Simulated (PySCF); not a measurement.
# Computed records: AlBClFH, AlB2FH3, BClFH2Si

Computed with PySCF 2.14.0. Calculation on a computer-drawn molecule: the log of a Hartree-Fock and frozen-core CCSD(T) single point meant for a local Hartree-Fock minimum, with one planted fault or none, to be diagnosed. Offsets are logged minus clean, where the clean run is the same molecule without the fault. The reference is restricted for singlets and unrestricted otherwise, and also for a bond in bohr or an excited solution. Adding or removing an electron swaps singlet and doublet. The excited solution moves the top pair (singlet) or top alpha electron (doublet) to the lowest empty orbital. Highest occupied and lowest empty are orbital energies over both spins, largest force is the largest gradient component, triples share is (T) over the correlation energy, the T1 limit is 0.02 restricted and 0.045 unrestricted, electrons count all cores, a negative frequency is imaginary (commonest isotopes), and the dipole is about the centre of nuclear charge.

Common to all runs: meant charge 1; meant multiplicity 1; meant basis cc-pV(D+d)Z; logged SCF converged yes; logged CC converged yes; logged SCF stable within its kind yes; possible faults no fault, one electron removed, one electron added, multiplicity raised by two, geometry at a saddle point, SCF held on an excited solution, minimal basis STO-3G, one bond length entered in bohr, all coordinates scaled.

(1) 
```xyz
5
formula=AlBClFH logged_electrons=44 logged_basis_functions=29 logged_spin_squared=0 logged_highest_occupied=-15.291 logged_lowest_empty=-1.0125 logged_largest_force=0.026593 logged_T1_diagnostic=0.019125 logged_D1_diagnostic=0.055067 logged_triples_share=0.073911 logged_dipole_magnitude=6.7196 logged_energy_HF=-816.51391 logged_energy_CCSD(T)=-816.64183 planted_fault=minimal_basis_STO-3G HF_energy_offset_from_clean_run=5923 CCSD(T)_energy_offset_from_clean_run=6144
F     -1.2499    -3.1777    -1.8100
B     -1.2616    -2.0737    -1.2750
Al    -1.3171    -0.0514    -0.2355
Cl    -2.3604    -0.3595     1.5001
H     -0.5954     1.0641    -1.0166
```

Units: logged_highest_occupied, logged_lowest_empty in eV; logged_largest_force in hartree/bohr; logged_dipole_magnitude in debye; logged_energy_HF, logged_energy_CCSD(T) in hartree; HF_energy_offset_from_clean_run, CCSD(T)_energy_offset_from_clean_run in kcal/mol.

Drawn bonds:
```csv
atom,other atom,order
1,2,1
2,3,1
3,4,1
3,5,1
```

(2) 
```xyz
5
formula=AlBClFH logged_electrons=44 logged_basis_functions=79 logged_spin_squared=0.8853 logged_highest_occupied=-17.061 logged_lowest_empty=-6.3547 logged_largest_force=0.018366 logged_T1_diagnostic=0.050297 logged_D1_diagnostic=0.25816 logged_triples_share=0.03157 logged_dipole_magnitude=4.2119 logged_energy_HF=-825.74181 logged_energy_CCSD(T)=-826.18993 planted_fault=one_bond_length_entered_in_bohr,row_1_of_the_drawn_bonds HF_energy_offset_from_clean_run=132.7 CCSD(T)_energy_offset_from_clean_run=152.9
F     -1.2499    -3.1777    -1.8100
B     -1.2720    -1.0914    -0.7991
Al    -1.3275     0.9309     0.2405
Cl    -2.3708     0.6228     1.9760
H     -0.6058     2.0464    -0.5406
```

Units: logged_highest_occupied, logged_lowest_empty in eV; logged_largest_force in hartree/bohr; logged_dipole_magnitude in debye; logged_energy_HF, logged_energy_CCSD(T) in hartree; HF_energy_offset_from_clean_run, CCSD(T)_energy_offset_from_clean_run in kcal/mol.

Drawn bonds:
```csv
atom,other atom,order
1,2,1
2,3,1
3,4,1
3,5,1
```

Notes: T1 above single-reference limit.

(3) 
```xyz
7
formula=AlB2FH3 logged_electrons=34 logged_basis_functions=27 logged_spin_squared=0 logged_highest_occupied=-13.5 logged_lowest_empty=-2.4202 logged_largest_force=0.035763 logged_T1_diagnostic=0.020469 logged_D1_diagnostic=0.06105 logged_triples_share=0.053659 logged_dipole_magnitude=2.9031 logged_energy_HF=-387.33128 logged_energy_CCSD(T)=-387.50577 planted_fault=minimal_basis_STO-3G HF_energy_offset_from_clean_run=3044 CCSD(T)_energy_offset_from_clean_run=3205
F     -1.7677     2.6827    -4.7006
B     -0.8148     2.1507    -4.1377
B      0.4480     1.4371    -3.2435
Al     0.5596     1.2500    -1.0473
H      1.3162     1.0242    -3.9540
H      1.2579     2.4573    -0.3424
H     -0.0649    -0.0698    -0.4903
```

Units: logged_highest_occupied, logged_lowest_empty in eV; logged_largest_force in hartree/bohr; logged_dipole_magnitude in debye; logged_energy_HF, logged_energy_CCSD(T) in hartree; HF_energy_offset_from_clean_run, CCSD(T)_energy_offset_from_clean_run in kcal/mol.

Drawn bonds:
```csv
atom,other atom,order
1,2,1
2,3,1
3,4,1
3,5,1
4,6,1
4,7,1
```

Notes: T1 above single-reference limit.

(4) 
```xyz
6
formula=BClFH2Si logged_electrons=46 logged_basis_functions=84 logged_spin_squared=0 logged_highest_occupied=-17.704 logged_lowest_empty=-4.5639 logged_largest_force=1.743e-05 logged_lowest_frequency=102.57 logged_T1_diagnostic=0.015409 logged_D1_diagnostic=0.043575 logged_triples_share=0.024744 logged_dipole_magnitude=4.5709 logged_energy_HF=-873.51839 logged_energy_CCSD(T)=-874.04497
F     -4.5857    -0.5117    -0.8657
B     -3.6073    -0.5222    -0.1301
Si    -1.9378    -0.5303     1.1833
Cl    -2.7914    -0.1022     2.9555
H     -1.1088     0.5347     0.6251
H     -1.4532    -1.9015     1.0477
```

Units: logged_highest_occupied, logged_lowest_empty in eV; logged_largest_force in hartree/bohr; logged_lowest_frequency in cm⁻¹; logged_dipole_magnitude in debye; logged_energy_HF, logged_energy_CCSD(T) in hartree.

Drawn bonds:
```csv
atom,other atom,order
1,2,1
2,3,1
3,4,1
3,5,1
3,6,1
```

**Q.** Give the missing planted fault for BClFH2Si (entry 4).
**A.** no fault

Further results for BClFH2Si (entry 4):

```
HF energy offset from clean run      : 0 kcal/mol
CCSD(T) energy offset from clean run : 0 kcal/mol
```
